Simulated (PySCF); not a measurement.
C3H6OSi, SMILES [SiH3][C@@H]1C=CO1.

The structure is a stationary point at B3LYP-D3(BJ)/def2-SVP. The structure was generated by enumeration; whether it is a known compound was not checked.

Two levels are set side by side: TDDFT-PBE/def2-SVPD (PySCF) and TDDFT-B3LYP/def2-SVPD (PySCF). Vertical, same geometry. The lowest singlet is HOMO→LUMO+1 97 % with PBE and HOMO→LUMO+1 82 %, HOMO→LUMO+2 16 % with the other functional; states are paired by order. Differences are taken from unrounded values.

```tsv
quantity	TDDFT-B3LYP	TDDFT-PBE	TDDFT-PBE minus TDDFT-B3LYP
lowest singlet excitation (eV)	5.95	5.36	-0.59
lowest triplet excitation (TDA) (eV)	4.01	4.05	0.03
first bright state (f over 0.05) (eV)	7.53	7.10	-0.43
its oscillator strength	0.13	0.16	0.03
```

A lower first singlet is the usual sign of a functional without exact exchange. Differences between two approximate levels are no errors against the true value.

Rough cost on one machine, each run with all the roots and properties that it gave: TDDFT-B3LYP against TDDFT-PBE about 3 times.
